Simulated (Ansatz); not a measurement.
Cl2FSTa, SMILES `[F][Ta](=[S])([Cl])[Cl]`, relaxed with RKS PBE0-D4/def2-TZVP in Ansatz from a PBE-D4/def2-SVP geometry. The force threshold is 0.005 eV/Å; the program also tests the step.

The species carries charge 0 and has multiplicity 1. Ta: def2 effective core potential.

Start:

```xyz
5

F     1.346   -0.888    1.133
Ta    0.052   -0.057    0.057
S     0.846    1.867   -0.532
Cl   -0.347   -1.250   -1.864
Cl   -1.897    0.329    1.207
```

```tsv
step	energy (eV)	largest force (eV/Å)	largest move (Å)
1	-40144.3102	0.698	0.000
2	-40144.3327	0.480	0.050
3	-40144.3433	0.091	0.015
4	-40144.3434	0.031	0.003
5	-40144.3435	0.003	0.002
```

End:

```xyz
5

F     1.306   -0.887    1.114
Ta    0.054   -0.035    0.045
S     0.851    1.867   -0.530
Cl   -0.340   -1.253   -1.833
Cl   -1.871    0.307    1.204
```

Run time 33 s (4 threads of an Arm Neoverse N1 on a shared host); peak host memory 0.57 GiB.
